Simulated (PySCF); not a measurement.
Vertical excitations of a molecule C₂H₅F₂NSi from TDA-M06-2X/def2-SVPD (PySCF 2.14.0), as energy in eV (oscillator strength): 4.24 (0.000), 7.35 (0.034), 8.05 (0.399), 8.21 (0.046), 8.34 (0.008), 8.51 (0.154), 8.70 (0.199), 8.74 (0.003), 8.97 (0.090), 9.09 (0.005). Lowest triplet (TDA): 3.78 eV. Geometry: r2SCAN-D4/def2-SVP. The values are those of a single conformer.

### Question
Identify the compound among the candidates.
A. F[Si]1(F)CNC1
B. FC(F)/N=C/[SiH3]
C. C=C(F)[Si@H](N)F
D. C/C=N/[SiH](F)F

### Answer
D, C/C=N/[SiH](F)F
